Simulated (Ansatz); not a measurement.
Molecule: sum formula BNH3 (charge 0, doublet). It need not be the lowest isomer of its formula. 
Structure (B3LYP-D3(BJ)/def2-TZVP (Ansatz, a program for electronic structure) minimum search):
```xyz
5

B     -0.6755     0.1489    -0.0061
N      0.6301    -0.0972     0.0059
H     -1.4467    -0.7808    -0.0183
H     -1.1064     1.2696    -0.0052
H      1.5198    -0.5528     0.0128
```
Charge 0, spin multiplicity 2.

Basis-set convergence of Hartree-Fock and CCSD(T) correlation energies (hartree) with Ansatz. Valence correlation only, unless marked. UHF or UKS for open shells. Spin-orbit coupling is left out. No relativistic terms.

```
basis        functions      E(HF)  E(corr, CCSD(T))
-----------  ---------  ---------  ----------------
aug-cc-pVDZ         73  -80.85237          -0.27732
aug-cc-pVTZ        161        ___               ___
```

**Question.** Fill in the missing entries.

**Answer.** 
- aug-cc-pVTZ, E(HF): -80.87377
- aug-cc-pVTZ, E(corr, CCSD(T)): -0.32798
